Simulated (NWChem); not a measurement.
CH6OSSi; SMILES CS[SiH2]O

```xyz
10

Si    -0.4819    -0.9067    -0.2596
O      0.3904    -2.1720     0.3700
S      0.6903     0.8912    -0.1872
C     -0.5545     2.1055     0.3613
H     -1.7339    -0.6011     0.5039
H     -0.8202    -1.3399    -1.6405
H      0.8275    -2.0020     1.2106
H     -1.2849     2.3217    -0.4301
H     -1.0782     1.7696     1.2669
H     -0.0054     3.0285     0.5913
```
Atoms are numbered in this order, from 1.

All runs: NWChem. Pople sets run with spherical d functions. Medium grid unless said otherwise, to which SCAN and Minnesota functionals are sensitive. All runs use the structure optimised with PBE0/def2-SVP.

### Question
Order these by “highest occupied level (eV)”, lowest first: B3LYP/6-31G*; MN15/6-31G*; TPSSh/6-31G*; HCTH/407/6-31G*; LC-BLYP (range parameter 0.33 per bohr)/6-31G*.

### Answer
LC-BLYP (range parameter 0.33 per bohr)/6-31G* (-9.11), MN15/6-31G* (-7.62), B3LYP/6-31G* (-6.65), TPSSh/6-31G* (-6.30), HCTH/407/6-31G* (-5.85)
